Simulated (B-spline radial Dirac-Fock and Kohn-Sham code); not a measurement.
**Dipole and non-dipole photoemission parameters of Pt⁺ 4s**

System: Pt⁺ in the configuration [Xe] 4f14 5d9; threshold 720.8 eV (orbital energy of the model). The computed values come from a radial finite-basis atomic code: Dirac-Hartree-Slater photoionisation with a Latter tail; cross sections with all multipoles, angular parameters from the dipole term and its interference with E2.

The run's input, task.json:

```json
{"items": [{
  "Z": 78,
  "q": 1,
  "cfg": [[1, 0, 2], [2, 0, 2], [2, 1, 6], [3, 0, 2], [3, 1, 6], [3, 2, 10], [4, 0, 2], [4, 1, 6], [4, 2, 10], [4, 3, 14], [5, 0, 2], [5, 1, 6], [5, 2, 9]],
  "A": 195,
  "rrms": 5.427,
  "do": "xps",
  "hv": [50.4, 66.0, 73.6, 76.3, 80, 100, 103.0, 150, 167.0, 300, 866.0, 974.0, 1000, 1130.0, 1253.6, 1640.0, 1870.0, 2250.0, 2984.4, 3070.0, 3390.0, 3530.0, 3590.0, 3960.0, 6360.0, 7120.0, 10800.0, 12000, 13000.0]
}]}
```

Command: `python xray2_run.py task.json out`

| hν (eV) | σ (kb) | β | γ |
| --- | --- | --- | --- |
| 866 | 47.3 | 1.757 | 0.696 |
| 974 | 42.2 | 1.788 | 0.703 |
| 1000 | 41.2 | 1.795 | 0.703 |
| 1130 | ? | ? | ? |
| 1253.6 | 32.2 | 1.837 | 0.683 |
| 1640 | 22.8 | 1.869 | 0.607 |
| 1870 | 19.0 | 1.880 | 0.555 |
| 2250 | 14.6 | 1.893 | 0.472 |
| 2984.4 | 9.38 | 1.908 | 0.321 |
| 3070 | 8.96 | 1.909 | 0.304 |
| 3390 | 7.61 | 1.913 | 0.246 |
| 3530 | 7.12 | 1.915 | 0.223 |
| 3590 | 6.92 | 1.915 | 0.213 |
| 3960 | 5.88 | 1.919 | 0.156 |
| 6360 | 2.55 | 1.932 | -0.084 |
| 7120 | 2.07 | 1.934 | -0.124 |
| 10800 | 0.940 | 1.940 | -0.163 |
| 12000 | 0.765 | 1.941 | -0.138 |
| 13000 | 0.652 | 1.942 | -0.108 |

Question: Give the values at 1130 eV.

Answer: σ = 36.2 kb, β = 1.820, γ = 0.698. For an s subshell δ is negligible.
